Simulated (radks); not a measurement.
Results of a calculation; reference values are marked as such.
The samarium ion Sm+ inside a hard spherical wall (all orbitals vanish at R), configuration held at [Xe] 4f6 6s1 and not refilled when levels cross. Level of theory: scalar-relativistic Kohn-Sham, r2SCAN, spin-unpolarised, spherical densities, finite nucleus; meta-GGA in the generalised Kohn-Sham scheme; Fermi nuclear charge, rms radius 5.0819 fm (a radial shooting solver on a logarithmic mesh with Libxc functionals). Eigenvalues in eV, with the zero of energy where the potential of the charges vanishes at infinity; a dash marks a level that is unbound or too diffuse for the functional's potential to be trusted. A positive occupied level is held by the wall or, in an anion where self-interaction has pushed it up, behind a barrier. The pressure on the wall is -dE/dV.

R (bohr)  E (hartree)  kinetic (hartree)    e(5s)    e(5p)   e(6s)   e(4f)  e(5d, empty)  e(6p, empty)  pressure (GPa)
free      -10427.4053          11145.538  -50.783  -30.245  -8.285  -8.276        -6.964        -5.088               0
15        -10427.4053          11145.538  -50.783  -30.245  -8.285  -8.276        -6.964        -5.088        < 0.0001
10        -10427.4047          11145.545  -50.749  -30.211  -8.254  -8.242        -6.935        -4.989          0.0155
8         -10427.3996          11145.586  -50.561  -30.028  -8.026  -8.058        -6.765        -4.451           0.236
7         -10427.3880          11145.655  -50.295  -29.771  -7.597  -7.794        -6.500        -3.587           0.888
4         -10426.9130          11147.713  -46.553  -26.204   5.031  -3.566        -1.040        15.385            96.6
3.5       -10426.4042          11149.936  -43.960  -23.506  15.634  -0.349         3.301        29.159             293
3         -10425.1482          11155.251  -38.790  -17.708  37.138   6.042        12.151        55.234            1030
2.5       -10421.6736          11168.783  -27.215   -3.995  83.938  19.167        31.811        108.74            4300
